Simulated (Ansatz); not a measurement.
Consider the redistribution: `[NH2][GeH2][O][SiH](N)F` + `N[Si@H](O)[Si@H](N)O` → `[NH2][GeH2][SiH](N)O` + `N[Si@H](F)O[Si@@H](N)O`.

Calculated with Ansatz (gas phase, PBE0-D4/def2-TZVP geometries, no zero-point term in ΔE). CBS: MP2 limit from def2 TZ/QZ plus the TZ coupled-cluster correction, frozen cores. DFT in def2-TZVPP. For Ge outer-core shells are correlated without core-valence functions, which leaves a few kJ/mol of doubt a bond. Scalar relativity is left out up to krypton. One conformer a species, not always the lowest.

| level | ΔE (kcal/mol) |
| --- | --- |
| PBE-D4 | -21.3 |
| ωB97M-V | -24.6 |
| CCSD/def2-TZVPP | -24.5 |
| HF/CBS(def2) | -27.2 |

Q: What does CCSD(T)/CBS give? (An estimate is asked.)

A: Computed: -24.7 kcal/mol. The listed levels differ from it by 3.4, 0.1, 0.2, -2.5 kcal/mol.

Largest T1 diagnostic among the species: 0.012.

The D4 term adds +0.7 kcal/mol with B3LYP and +0.4 kcal/mol with PBE0; it sums over pairs of atoms, weighted by their polarisabilities, and B3LYP, whose exchange is more repulsive, gets the larger term. From PBE to PBE0 (25 % exact exchange), in def2-TZVPP and without D4, ΔE moves by −1.9 kcal/mol. In def2-TZVPP, CCSD(T) changes the Hartree–Fock value by +3.2 kcal/mol (the triples alone add +0.9 kcal/mol) and MP2 by +2.8 kcal/mol.

B3LYP here is the variant with VWN-RPA as its local correlation; programs differ in this.
